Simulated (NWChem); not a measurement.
# CH$_{3}$ClGeO, singlet; SMILES C[O][Ge][Cl]

```xyz
7

Ge     0.8658    -0.0656     0.0000
Cl    -0.8152    -1.5236     0.0000
O     -0.0258     1.4603     0.0000
C     -1.3925     1.7792     0.0000
H     -2.0282     0.8784     0.0000
H     -1.6293     2.3830     0.8916
H     -1.6293     2.3830    -0.8916
```
Atoms are numbered in this order, from 1.

All runs: NWChem. Low-valent species are run as closed-shell singlets; no triplet was tried in these runs. Geometry: optimised at PBE0/def2-SVP. Ions are spin-unrestricted doublets at the neutral geometry; other ion states weren't tried.

For level CAM-B3LYP/def2-SVP:

| Property | Result |
|---|---|
| vertical ionisation energy, ΔSCF (eV) | 10.29 |
| −ε(HOMO) (eV) | 9.12 |

**Question.** Estimate the same quantities for level PBE/def2-SVP.

**Answer.** 
* **vertical ionisation energy, ΔSCF (eV)**: 9.85
* **−ε(HOMO) (eV)**: 6.70
